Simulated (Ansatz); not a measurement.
Total energies of CH₃FZn, SMILES `[CH3][Zn][F]`.

```json
{"atom": "C1", "x (Å)": "-0.124", "y (Å)": "-0.078", "z (Å)": "0.726"}
{"atom": "Zn2", "x (Å)": "0.196", "y (Å)": "0.124", "z (Å)": "-1.149"}
{"atom": "F3", "x (Å)": "0.488", "y (Å)": "0.309", "z (Å)": "-2.870"}
{"atom": "H4", "x (Å)": "0.235", "y (Å)": "-1.050", "z (Å)": "1.069"}
{"atom": "H5", "x (Å)": "0.396", "y (Å)": "0.701", "z (Å)": "1.285"}
{"atom": "H6", "x (Å)": "-1.191", "y (Å)": "-0.006", "z (Å)": "0.939"}
```

Charge 0, multiplicity 1. For Zn the d shell is correlated and the shells below it are frozen. Scalar relativity is left out up to krypton. The structure was optimised at the PBE0-D4/def2-TZVP level. Basis def2-TZVPP, the Gaussian-basis code of Ansatz.

RPA on PBE orbitals: Hartree–Fock energy of these orbitals -1916.88022 Eh, correlation -1.32735 Eh (frozen core).

```json
{"functional": "BHLYP", "kind": "global hybrid, 50 %", "energy without D4 (Eh)": "-1919.13877", "D4 term (kJ/mol)": "-7.9"}
{"functional": "LC-ωPBE", "kind": "long-range corrected hybrid", "energy without D4 (Eh)": "-1918.94124", "D4 term (kJ/mol)": "–"}
```

Problem. Give the same for LDA (SPW92), PBE, revPBE, BLYP, r2SCAN, B97M-V, PBE0, B3LYP, r2SCANh, r2SCAN0, HSE06 (plane-wave form), CAM-B3LYP, ωB97X-V, ωB97M-V, B2PLYP, PBE-QIDH. (Estimate.)

Solution. Ansatz gave: 
```json
{"functional": "LDA (SPW92)", "kind": "LDA", "energy without D4 (Eh)": "-1915.33325", "D4 term (kJ/mol)": "–"}
{"functional": "PBE", "kind": "GGA", "energy without D4 (Eh)": "-1918.82736", "D4 term (kJ/mol)": "-6.4"}
{"functional": "revPBE", "kind": "GGA", "energy without D4 (Eh)": "-1919.08116", "D4 term (kJ/mol)": "-21.1"}
{"functional": "BLYP", "kind": "GGA", "energy without D4 (Eh)": "-1919.30460", "D4 term (kJ/mol)": "-14.4"}
{"functional": "r2SCAN", "kind": "meta-GGA", "energy without D4 (Eh)": "-1919.16567", "D4 term (kJ/mol)": "-1.5"}
{"functional": "B97M-V", "kind": "meta-GGA with VV10", "energy without D4 (Eh)": "-1918.85280", "D4 term (kJ/mol)": "–"}
{"functional": "PBE0", "kind": "global hybrid, 25 % exact exchange", "energy without D4 (Eh)": "-1918.84939", "D4 term (kJ/mol)": "-5.3"}
{"functional": "B3LYP", "kind": "global hybrid, 20 %", "energy without D4 (Eh)": "-1919.30266", "D4 term (kJ/mol)": "-10.4"}
{"functional": "r2SCANh", "kind": "meta-GGA hybrid, 10 %", "energy without D4 (Eh)": "-1919.14187", "D4 term (kJ/mol)": "-1.6"}
{"functional": "r2SCAN0", "kind": "meta-GGA hybrid, 25 %", "energy without D4 (Eh)": "-1919.10795", "D4 term (kJ/mol)": "-1.8"}
{"functional": "HSE06 (plane-wave form)", "kind": "screened hybrid", "energy without D4 (Eh)": "-1918.84114", "D4 term (kJ/mol)": "-5.0"}
{"functional": "CAM-B3LYP", "kind": "range-separated hybrid", "energy without D4 (Eh)": "-1919.31420", "D4 term (kJ/mol)": "-5.4"}
{"functional": "ωB97X-V", "kind": "range-separated hybrid GGA with VV10", "energy without D4 (Eh)": "-1919.03029", "D4 term (kJ/mol)": "–"}
{"functional": "ωB97M-V", "kind": "range-separated hybrid meta-GGA with VV10", "energy without D4 (Eh)": "-1919.09694", "D4 term (kJ/mol)": "–"}
{"functional": "B2PLYP", "kind": "double hybrid", "energy without D4 (Eh)": "-1918.87602", "D4 term (kJ/mol)": "–"}
{"functional": "PBE-QIDH", "kind": "double hybrid", "energy without D4 (Eh)": "-1918.58666", "D4 term (kJ/mol)": "–"}
```

B3LYP takes the VWN-RPA correlation (the form of Gaussian; ORCA's B3LYP/G). HSE06 is the plane-wave form, built on full-range PBE exchange. The double hybrids freeze the cores in their second-order part.

LC-ωPBE has ω = 0.4 bohr⁻¹.
